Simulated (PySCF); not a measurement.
Structure elucidation problem

Molecular formula: C₁₀H₁₈. Simulated spectra:

1H NMR (400 MHz, computed): δ 1.79 (m, 1H), 1.73 (m, 1H), 1.70 (m, 1H), 1.67 (m, 1H), 1.60 (m, 1H), 1.59 (m, 1H), 1.58 (m, 1H), 1.52 (m, 1H), 1.51 (m, 1H), 1.22 (m, 1H), 1.18 (m, 1H), 1.07 (m, 1H), 1.05 (m, 1H), 1.02 (d, 3H), 1.00 (m, 1H), 0.67 (m, 1H).

13C{1H} NMR (computed): δ 48.3, 40.8, 40.4, 35.3, 35.1, 34.7, 33.0, 29.9, 24.4, 20.3.

PySCF 2.14.0 with density-fitted response routines calculation with coordinates at the PBE0-D3(BJ)/def2-SVP level and shieldings: GIAO KT3/pcSseg-1; single conformer, isolated molecule, equivalent nuclei averaged, relativity neglected.

Chemical shifts δ = σref − σ; 1H, 13C vs TMS, all at this level.

Task: Deduce the structure.

Result: 
1. Rings plus π bonds: 2 (2 rings in the answer).
2. 10 carbon signals for 10 carbons: no two carbons are equivalent.
3. Carbon types of the structure: 3 × CH, 6 × CH2, 1 × CH3, which accounts for all hydrogens.
4. δC 48.3, 40.8, 33.0: sp3 CH in a ring; saturated and bonded to C and H only.
5. δC 40.4, 35.3, 35.1, 34.7, 29.9, 24.4: sp3 CH2 in a ring; saturated and bonded to C and H only.
6. δC 20.3: methyl carbon; saturated and bonded to C and H only.
7. δH 1.79, 1.05, 0.67: hydrogen on an sp3 CH in a ring; far from electronegative atoms and π systems.
8. δH 1.73, 1.70, 1.67, 1.60, 1.59, 1.58, 1.52, 1.51, 1.22, 1.18, 1.07, 1.00: hydrogen on an sp3 CH2 in a ring; far from electronegative atoms and π systems.
9. δH 1.02: hydrogen on a methyl carbon; far from electronegative atoms and π systems.

Structure: `C[C@@H]1CC[C@@H]2CCC[C@H]2C1`.

The data come from this structure; uniqueness wasn't tested.

Shifts are as computed, not scaled to solution data. Of 1211 compounds with measured shifts, 218 miss one by over three times the rms of a fit or turn the order of signals round; such compounds aren't used in these exercises. No couplings were computed; multiplicities are counted from neighbouring protons, with m where these are inequivalent, close in shift, in a saturated or five-membered ring or joined by F or P, and br s for small geminal =CH2 splittings.
